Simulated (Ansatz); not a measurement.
**Question.** Name a neutral molecule of Al, B, C, F and H with HOMO energy (B3LYP/def2-TZVPP) between -6.95 and -6.65 eV and size of the dipole moment (ωB97M-V/def2-TZVPP) between 1.05 and 1.35 D (Ansatz, PBE0-D4/def2-TZVP geometry).

**Answer.** `[CH3][AlH][B](C)F` (-6.68 eV, 1.25 D); `C[B](F)[AlH2]` (-6.93 eV, 1.24 D). Other molecules can fit too; these were computed, each in one conformer that needn't be the lowest.

B3LYP here is the variant with VWN-RPA as its local correlation; programs differ in this.
